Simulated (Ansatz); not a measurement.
HfO3⁻. Charge -1, multiplicity 2. Geometry relaxed at r2SCAN-D4/def2-TZVPD.

Cartesian coordinates in Å:
```
Hf -0.016 -0.040 -0.009
O -0.700 -0.324 -1.737
O 0.677 1.691 0.384
O 0.039 -1.327 1.361
```

In the def2 sets Hf takes a core potential; there is no spin–orbit coupling. The relaxation made no stability test and no search for a lower SCF solution. The structure comes from a short search, and lower isomers may exist.

(1) Estimate the harmonic wavenumbers at UKS r2SCAN-D4/def2-TZVPD (Ansatz, unscaled). Is this a minimum?

Answers

(1) 67, 162, 202, 515, 642, 755 cm⁻¹. Yes, no mode is imaginary beyond noise. Zero-point energy 14.0 kJ/mol. It took 92 s on 4 threads of Arm Neoverse V2 on a shared host.
